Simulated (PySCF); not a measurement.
Labels have come off several samples. The candidates:

A. SMILES C=CC(C)(C)C#CC
B. `FC(F)(F)[C@@H]1CCCCN1`
C. SMILES C=C/C=C\C/C=C/C
D. `C[C@@H]1[SiH2]C[C@H]2[SiH2]O[SiH2][C@@H]12`

Spectrum 1. 1H NMR (500 MHz, computed): δ 5.97 (m, 1H), 5.97 (m, 1H), 5.36 (m, 1H), 2.07 (s, 3H), 1.29 (s, 6H). 13C{1H} NMR (computed): δ 153.2 (CH), 119.5 (CH2), 90.3 (C), 88.0 (C), 37.0 (C), 32.7 (CH3), 4.8 (CH3).

Spectrum 2. 1H NMR (500 MHz, computed): δ 7.03 (m, 1H), 6.22 (m, 1H), 5.82 (m, 1H), 5.58 (m, 1H), 5.52 (m, 1H), 5.51 (m, 1H), 5.44 (m, 1H), 3.00 (m, 2H), 1.83 (d, 3H). 13C{1H} NMR (computed): δ 140.2 (CH), 139.5 (CH), 136.7 (CH), 136.5 (CH), 134.8 (CH), 124.4 (CH2), 37.9 (CH2), 22.1 (CH3).

Spectrum 3. 1H NMR (500 MHz, computed): δ 5.23 (m, 1H), 5.11 (m, 1H), 5.00 (m, 1H), 4.84 (m, 1H), 4.43 (m, 1H), 4.05 (m, 1H), 2.25 (m, 1H), 1.38 (m, 1H), 1.27 (m, 3H), 1.17 (m, 1H), 1.14 (m, 1H), 1.05 (m, 1H). 13C{1H} NMR (computed): δ 44.1 (CH), 34.0 (CH), 23.3 (CH), 20.0 (CH3), 9.6 (CH2).

Spectrum 4. 1H NMR (500 MHz, computed): δ 3.28 (m, 1H), 3.04 (m, 1H), 2.62 (m, 1H), 2.01 (m, 1H), 1.86 (m, 1H), 1.46 (m, 1H), 1.44 (m, 1H), 1.21 (m, 1H), 1.06 (m, 1H), 0.23 (br s, 1H). 13C{1H} NMR (computed): δ 135.1 (C), 63.1 (CH), 50.4 (CH2), 31.4 (CH2), 30.3 (CH2), 27.8 (CH2).

Gas phase, a single conformation, non-relativistic Hamiltonian, fast rotation and ring inversion assumed for equivalent nuclei. σ from GIAO-PBE0/pcSseg-1; GFN2-xTB geometry; PySCF 2.14.0 with density-fitted response routines.

References, each an isolated molecule treated in the same way: TMS for 1H, 13C. Splittings of carbon signals by F and P are missing where no couplings were computed. Where no couplings were computed, multiplicities follow the n + 1 count of equivalent neighbours, and m marks all less simple cases (inequivalent or close neighbours, rings, F or P nearby). Shifts are as computed. Against solution values, carbons near 30 ppm lie about +3 ppm off and those near 130 ppm about +5 ppm. Of 1211 compounds with measured shifts, 218 miss one by over three times the rms of a fit or turn the order of signals round; such compounds aren't used in these exercises. OH and NH positions are gas-phase values without hydrogen bonding to other molecules.

Problem. Which spectrum belongs to which compound?

Solution. 1–A, 2–C, 3–D, 4–B.

- Spectrum 1 (A): 7 13C signals; δC 153.2 is an alkene CH; δC 119.5 is a terminal =CH2 carbon.
- Spectrum 2 (C): 8 13C signals; δC 140.2 is an alkene CH; δC 139.5 is an alkene CH.
- Spectrum 3 (D): 5 13C signals; δC 20.0 is a methyl carbon; δC 9.6 is an sp3 CH2 bonded to Si.
- Spectrum 4 (B): 6 13C signals; δC 135.1 is a CF3 carbon; δC 63.1 is an sp3 CH bonded to N.
